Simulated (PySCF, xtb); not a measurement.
WOBr3, SMILES [Br][W](=[O])([Br])[Br] (connectivity only; charge and spin as stated), neutral, multiplicity 2.

Harmonic wavenumbers (cm⁻¹) from xtb with GFN2-xTB at its own minimum, in rising order: 43, 60, 71, 82, 129, 233, 247, 254, 909.

**Question.** What does PySCF 2.14.0 with PBE-D3(BJ)/def2-SVP give at its own minimum? (The exact figures need the calculation; the answer reports its results.)

**Answer.** 32, 58, 84, 111, 187, 248, 266, 294, 998. Paired by order, the mean absolute difference is 31 cm⁻¹ and the zero-point energies are 2.9 and 3.3 kcal/mol.
